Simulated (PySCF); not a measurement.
## Dipole response of Pr⁴⁹⁺ (praseodymium, charge +49)

[Ne], closed-shell 1S. All numbers are calculated (PySCF 2.14, the spin-free X2C one-electron Hamiltonian (Gaussian nucleus), in an uncontracted even-tempered set (19 s from 26 bohr⁻², ratio 2.2; 12 p from 33 bohr⁻², ratio 2.2; 5 d from 140 bohr⁻², ratio 2.4; 5 f from 200 bohr⁻², ratio 2.4; 4 g from 300 bohr⁻², ratio 2.4)). Coupled (time-dependent) response in atomic units; α is the mean over directions.

| method | mean α (bohr³) | C₆ (like pair) | S(−4) |
| --- | --- | --- | --- |
| UHF | 9.228e-05 | 1.925e-06 | 1.087e-09 |
| PBE0 | 9.259e-05 | 1.933e-06 | 1.098e-09 |

S(−4) is the Cauchy moment in α(ω) = α(0) + S(−4) ω² + …

α(iu) at PBE0:

```csv
u (hartree),α(iu) (bohr³)
0,9.259e-05
30.0,9.161e-05
60.0,8.882e-05
120,7.932e-05
180,6.758e-05
240,5.619e-05
300,4.632e-05
450,2.898e-05
600,1.914e-05
900,9.833e-06
1500,3.937e-06
```

A single London oscillator, α(iu) = α/(1 + u²/ω²), gives C₆ = (3/4) ω α². Matching the computed C₆ needs ω = 4 × 1.933e-06 / (3 × 9.259e-05²) = 301 hartree.

For an ion, C₆ is the dispersion term alone; charge-induced terms of lower order in 1/R come first.

Spin-orbit coupling, which splits the p, d and f shells strongly at this Z, is absent.
